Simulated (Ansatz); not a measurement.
Basis-set extrapolation for CH$_{4}$O$_{3}$Si (`O=C(O)O[SiH3]`) (PBE0-D4/def2-TZVP geometry, frozen core, Ansatz). Multiplicity 1, RHF reference.

|  | def2-TZVPP | def2-QZVPP |
| --- | --- | --- |
| HF | -553.918705 | -553.940047 |
| MP2 correlation | -0.972575 | -1.049195 |
| CCSD(T) correlation | -1.032497 | not run |

Energies in hartree. Use E(X) = E(∞) + A·exp(−7.88·√X) for Hartree–Fock and E(X) = E(∞) + B·X^(−2.97) for correlation, with X = 3 and 4, and add CCSD(T) minus MP2 of the smaller set to the MP2 limit.

What is the CCSD(T) energy at the basis-set limit?

HF limit: -553.940047 + (-0.021342) × 0.13774 = -553.94299. MP2 limit: -1.049195 + (-0.076620) × 0.74074 = -1.10595. Higher-order term: -1.032497 − (-0.972575) = -0.05992. Total: -555.10886 hartree, 413.9 kJ/mol below CCSD(T)/def2-TZVPP.
